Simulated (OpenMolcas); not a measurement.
**Pt2+: moving the ligands**

Pt2+ with 6 ligands (chloride, fluoride on the axis) in tetragonal octahedral coordination (D4h) at 2.56 Å, the axial distance 2.109 Å. A charge of +0.667 e stands 3.2 Å behind each ligand. Ligand basis ANO-RCC-VDZP.

```json
{
 "Program": "OpenMolcas 26.06",
 "Method": "CASSCF",
 "Basis": "ANO-RCC-VDZP [7s6p4d2f]",
 "Scalar Hamiltonian": "DKH2, point nucleus",
 "Active space": "8 electrons in 5 orbitals (5d)",
 "State averaging": "2S+1 = 3 even, 10 roots; 2S+1 = 1 even, 15 roots",
 "Spin-orbit coupling": "state interaction with AMFI integrals over the reference wave functions"
}
```

Runs around this geometry, states (labels of D4, the rotations of D4h). Energies in cm-1 above the lowest state or level, χT in cm3 K/mol.

```tsv
R (Å)	Axial / equatorial distance	Ground state	First state of that spin	First gap with spin-orbit (degeneracies)	χT at 300 K	First state of another spin
2.41	0.824	3B1	3B2 14186	29.5 (2, 1)	1.628	1A1 2465
2.56	0.824	3B1	3B2 9816	20.8 (2, 1)	1.882	1A1 5295
2.63	0.824	3B1	3B2 8271	11.1 (2, 1)	1.999	1A1 6277
2.56	0.906	3B1	3E 9739	96.9 (1, 2)	1.970	1A1 11149
```

Taking the first state of the same spin as R^-n, n = -ln(8271 / 14186) / ln(2.63 / 2.41) = 6.2 between the shortest and longest distance.

Without dynamic correlation the repulsion within the d shell is too large (B by tens of per cent), so at a given field states of lower spin stand too high. Real 4d8 and 5d8 ions are as a rule square planar and diamagnetic. With metal d orbitals alone the field can be off either way by tens of per cent. Ligand-to-metal charge-transfer states are missing. With no ligand orbital active B as a rule stays too high, so bands that hang on it stand too high and its fall with covalency is understated. This shell can be high or low spin here, a state of another spin lies low, and with metal d orbitals alone active their balance is uncertain, so the ground spin may be wrong (holds for R = 2.41, ratio = 0.824; R = 2.56, ratio = 0.824; R = 2.63, ratio = 0.824). The least metal-like active orbital is 78 % on the metal (Löwdin) and no ligand orbital is active, so the numbers are rough (holds for R = 2.41, ratio = 0.824). The least metal-like active orbital is 83 % on the metal (Löwdin) and no ligand orbital is active, so the numbers are rough (holds for R = 2.56, ratio = 0.824). The least metal-like active orbital is 85 % on the metal (Löwdin) and no ligand orbital is active, so the numbers are rough (holds for R = 2.63, ratio = 0.824). The least metal-like active orbital is 84 % on the metal (Löwdin) and no ligand orbital is active, so the numbers are rough (holds for R = 2.56, ratio = 0.906). No measured value stands beside these numbers; the geometry is a model, was not optimised and need not be the one that this ion takes.
